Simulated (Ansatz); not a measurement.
```xyz
3

Si    0.0000    0.0000    0.0000
H     0.0000    0.0000    1.9880
H     0.0000    1.8017   -0.8402
```

Basis set: pcseg-2 (spherical functions). Charge 0, multiplicity 1.

Computed with Ansatz (development build ahead of 0.2.0); each method stands on the lowest determinant of its kind that the runs found. Restricted functionals stand beside restricted open-shell atoms, which can lie above the unrestricted atoms usual in DFT and then raise those values.

The atomization energy at this shape (free ground-state atoms in the same class of orbitals less the molecule, no zero-point energy) of singlet SiH₂:

```tsv
method	atomization energy
PBE0 (unrestricted)	4.34 eV
PBE0 (restricted)	4.37 eV
```

Q: What does UHF give?

A: 2.51 eV. Caution: the shape is not the minimum. Caution for UHF: the unrestricted determinant is spin contaminated.
